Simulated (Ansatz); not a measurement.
F$_{4}$Te, singlet (typed; the unrestricted solution is spin-contaminated), geometry from GFN2-xTB (all electrons, no relativity), with bond 2-1 at 1.25 times its length; HF/STO-3G (Ansatz, an electronic-structure program).

The Ansatz input:
Ansatz 0.2 input:
```yaml
crystal:
  periodic: [false, false, false]
  atoms:
    - {symbol: Te, position_ang: [-0.00525174, -0.00164746, 0.34667291]}
    - {symbol: F, position_ang: [1.28199793, 1.76815105, -0.68496148]}
    - {symbol: F, position_ang: [1.41932470, -1.01478931, -0.48419716]}
    - {symbol: F, position_ang: [-1.00937631, -1.40943202, -0.52286492]}
    - {symbol: F, position_ang: [-1.40415301, 1.01954865, -0.51730235]}
basis:
  gaussian:
    orbitals: STO-3G
hamiltonian:
  xc: hf
scf: {lower_state_search: standard}
magnetization: {spin_polarized: true}
```

Predict the main parts of the log of this Ansatz run.


```
Functional definition: HF
583 factors; integrals over basis functions are off by at most 3.1e-5 eV
mean field evaluation 1: about -188811.7842 eV, gradient 2.1e1 eV
mean field evaluation 2: about -188811.9061 eV, gradient 2.1e1 eV
mean field evaluation 4: about -188819.2401 eV, gradient 2.2e0 eV
mean field evaluation 8: about -188819.3293 eV, gradient 3.5e-2 eV
mean field evaluation 16: about -188819.3293 eV, gradient 3.2e-4 eV
mean field evaluation 32: about -188819.1966 eV, gradient 5.2e0 eV
mean field evaluation 64: about -188820.4402 eV, gradient 1.2e0 eV
mean field evaluation 96: about -188819.4915 eV, gradient 1.2e0 eV
mean field -188820.87810099 eV, -6939.0392828232 hartree, gradient 2.0e-5 eV, S^2 0.885797; 4 other end points of the search recorded, 0 dependent functions left out
reference -188820.87810099 eV, -6939.0392828232 hartree; 44, 44 occupied and 3, 3 virtual orbitals, 583 factors
Total energy: -188820.87810099 eV, -6939.0392828232 hartree
```
